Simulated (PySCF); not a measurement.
Pyrene, C₁₆H₁₀, SMILES c1cc2cccc3ccc4c(c23)c1ccc4, singlet at its GFN2-xTB optimised geometry (Å):

```
26

C     -3.4969     0.0615     0.0000
C     -2.7912     1.2508     0.0000
C     -1.3957     1.2508     0.0000
C     -0.6333     2.4566     0.0000
C      0.7193     2.4328     0.0000
C      1.4388     1.2010     0.0000
C      2.8334     1.1519     0.0000
C      3.4969    -0.0615     0.0000
C      2.7912    -1.2508     0.0000
C      1.3957    -1.2508     0.0000
C      0.6333    -2.4566     0.0000
C     -0.7193    -2.4328     0.0000
C     -1.4388    -1.2010     0.0000
C     -2.8334    -1.1519     0.0000
C     -0.7076     0.0124     0.0000
C      0.7076    -0.0124     0.0000
H     -4.5773     0.0805     0.0000
H     -3.3186     2.1942     0.0000
H     -1.1689     3.3957     0.0000
H      1.2875     3.3525     0.0000
H      3.3936     2.0762     0.0000
H      4.5773    -0.0805     0.0000
H      3.3186    -2.1942     0.0000
H      1.1689    -3.3957     0.0000
H     -1.2875    -3.3525     0.0000
H     -3.3936    -2.0762     0.0000
```

Level of theory: PBE0/def2-SVP (PySCF). Cells within 0.4 Å of a nucleus heavier than hydrogen are left out (blank, or x).

Map of the deformation density (molecule minus spherical neutral atoms) (e/bohr³) on the plane z = 0.0 Å:

```
|22222222222222222222222222222|
|22222222222222222222222222222|
|22222222222222222222222222222|
|22222222222222222222222222222|
|22222222222222222222222222222|
|22222222222111221122222222222|
|22222222221111111112222222222|
|22222222211252114211222222222|
|22222211111393229411111222222|
|222221112111xx9xx111111122222|
|22222115811283338301661122222|
|22222112xx6x61016x54x41122222|
|22221113xx6x61005x7xx21112222|
|22211336710393229301862211222|
|2221198x3001xx9xx1003x8911222|
|22211226810392239301763311222|
|22221112xx7x50016x6xx31112222|
|22222114x45x61016x6xx21122222|
|22222116610383338211851122222|
|222221111111xx9xx111211122222|
|22222211111492239311111222222|
|22222222211241125211222222222|
|22222222221111111112222222222|
|22222222222112211122222222222|
|22222222222222222222222222222|
|22222222222222222222222222222|
|22222222222222222222222222222|
|22222222222222222222222222222|
|22222222222222222222222222222|
```
Scale: ten equal steps from -0.029 (start of '0') to 0.105 (end of '9'), in the order '0123456789'; x runs from -7.00 to 7.00, y from -7.00 (bottom) to 7.00 (top).
